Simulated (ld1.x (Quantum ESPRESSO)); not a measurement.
**cadmium: excitation energies, all-electron against PAW**

| Property | Result |
| --- | --- |
| Element | cadmium (Cd) |
| Generator | ld1.x (Quantum ESPRESSO) 7.5 |
| Type | PAW |
| Functional | LDA (PZ) |
| Relativity | scalar-relativistic |
| Frozen core | [Ar] 3d10 4s2 |
| Valence charge | 18 |
| Reference configuration | 4p6 4d10 5s1.75 5p0.25 |
| Partial waves | 5s (bound): rcut 2.10, rcutus 2.25 bohr; 5s channel at 0.2 Ry: rcut 2.10, rcutus 2.25 bohr; 4p (bound): rcut 1.30, rcutus 1.45 bohr; 5p (bound): rcut 1.30, rcutus 1.45 bohr; 4d (bound): rcut 1.15, rcutus 1.60 bohr; 4d channel at -0.8 Ry: rcut 1.15, rcutus 1.60 bohr |
| Local potential | all-electron potential smoothed inside 2.10 bohr (lloc = -1) |
| Core correction | a·sin(br)/r model core, default radius (core density twice the valence density) |
| Augmentation charge | BESSEL, radius 1.00 bohr |

Energies are relative to the spin-unpolarised reference configuration 4p6 4d10 5s1.75 5p0.25; without spin polarisation the order of configurations can differ from experiment. Spin-polarised rows fill each open shell by Hund’s rule, majority spin first.

**Question.** Give the all-electron excitation energy and the error of the potential for: 4p6 4d10 5s2 5p0; 4p6 4d10 5s1 5p0; 4p6 4d10 5s0 5p0; 4p5 4d10 5s2 5p0; 4p6 4d9 5s0 5p0; 4p6 4d10 5s0 5p2; 4p6 4d10 5s1 5p1; 4p6 4d10 5s1.75 5p0.25 (spin-polarised); 4p6 4d10 5s1 5p0 (spin-polarised).

**Answer.**

| valence configuration | charge | ΔE all-electron (eV) | error AE − PS (meV) |
| --- | --- | --- | --- |
| 4p6 4d10 5s2 5p0 | 0 | -1.166 | +0.5 |
| 4p6 4d10 5s1 5p0 | +1 | 8.462 | -2.0 |
| 4p6 4d10 5s0 5p0 | +2 | 25.982 | -3.1 |
| 4p5 4d10 5s2 5p0 | +1 | 73.059 | -56 |
| 4p6 4d9 5s0 5p0 | +3 | 64.238 | -32 |
| 4p6 4d10 5s0 5p2 | 0 | 8.748 | +1.0 |
| 4p6 4d10 5s1 5p1 | 0 | 3.624 | -0.4 |
| 4p6 4d10 5s1.75 5p0.25 (spin-polarised) | 0 | -0.029 | 0.0 |
| 4p6 4d10 5s1 5p0 (spin-polarised) | +1 | 8.273 | -1.7 |

Levels in the configuration 4p6 4d10 5s1 5p0 (spin-polarised):

```csv
level,all-electron (eV),pseudo (eV)
4p up,-75.911,-75.923
4d up,-20.818,-20.827
5s up,-13.785,-13.785
4p down,-75.852,-75.864
4d down,-20.606,-20.615
```
